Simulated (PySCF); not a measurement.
Ge(H)(Br)(NH2)2 (BrGeH₅N₂), SMILES [NH2][GeH]([NH2])[Br].

Geometry optimised at TPSSh-D3(BJ)/def2-SVP. The structure was generated by enumeration, and PubChem lists no compound with its InChIKey, so it may never have been made. The values are those of a single conformer.

Computed with TDA-PBE/def2-SVPD run with PySCF.

Vertical excitations. The molecule is in vacuum.

Question: List the lowest excited states. (An estimate is asked for; the answer gives what the named calculation found.)

Answer: 
```
state  energy (eV)  λ (nm)      f                                                                    main pairs
-----  -----------  ------  -----  ----------------------------------------------------------------------------
S1            5.46     227  0.010                                              HOMO→LUMO 62 %, HOMO−1→LUMO 35 %
S2            5.73     216  0.068                                              HOMO−1→LUMO 52 %, HOMO→LUMO 28 %
S3            6.00     207  0.013                                                              HOMO−2→LUMO 91 %
S4            6.02     206  0.011                                                              HOMO→LUMO+1 88 %
S5            6.10     203  0.016                                                            HOMO−1→LUMO+1 89 %
S6            6.23     199  0.018                                          HOMO−3→LUMO 73 %, HOMO−1→LUMO+2 16 %
S7            6.38     194  0.023                      HOMO−2→LUMO+1 61 %, HOMO→LUMO+2 16 %, HOMO−1→LUMO+2 15 %
S8            6.43     193  0.038                                          HOMO→LUMO+2 61 %, HOMO−1→LUMO+2 18 %
S9            6.54     190  0.116  HOMO−1→LUMO+2 32 %, HOMO−2→LUMO+1 26 %, HOMO−3→LUMO 12 %, HOMO−2→LUMO+2 10 %
S10           6.63     187  0.021                                                            HOMO−2→LUMO+2 89 %
T1            5.12     242      0                                              HOMO→LUMO 70 %, HOMO−1→LUMO 29 %
T2            5.22     238      0                                              HOMO−1→LUMO 69 %, HOMO→LUMO 28 %
T3            5.55     223      0                                                              HOMO−2→LUMO 98 %
T4            5.77     215      0                                          HOMO→LUMO+1 69 %, HOMO−1→LUMO+1 12 %
```
Triplets are in the Tamm–Dancoff approximation.
